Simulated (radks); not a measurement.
Results of a calculation; reference values are marked as such.
Question: The table gives one normalised radial function P(r) = r R(r) (large component) of Pb4+ in [Xe] 4f14 5d10 (r in bohr). Code: a radial shooting solver on a logarithmic mesh with Libxc functionals. Model: Dirac Kohn-Sham, SOGGA, spin-unpolarised, spherical densities, finite nucleus; Fermi nuclear charge, rms radius 5.5012 fm.

r           P
0.002333   0.0001
0.003651   0.0003
0.005715   0.0010
0.008945   0.0033
0.014      0.0107
0.02174    0.0319
0.03403    0.0863
0.05326    0.1941
0.08336    0.3220
0.1305     0.2863
0.2042    -0.1121
0.3171    -0.4991
0.4963    -0.1184
0.7768     0.7401
1.216      0.9695
1.903      0.5193
2.955      0.1200
4.625      0.0076
7.238      0.0001

Which n and l does it have? It may be an empty orbital.

Answer: n = 5, l = 2: the number of nodes gives n - l - 1 = 2, the rise at small r points to l (this Dirac orbital starts outside the nucleus as r^gamma with gamma = sqrt((l + 1)^2 - (Z/c)^2) = 2.94; the j = 5/2 orbital of l + 1 starts with the same power, but with a smaller coefficient, and then steepens), and the extent must fit the shell. The curve is that of 5d5/2; the two j differ most near the nucleus, where j = l - 1/2 has the larger amplitude, and in heavy atoms j = l - 1/2 is also the more compact. 5d5/2: eigenvalue -60.452 eV, 2 radial nodes at r = 0.185, 0.529 bohr, <r> = 1.28 bohr, 90 % of the charge inside 1.91 bohr.
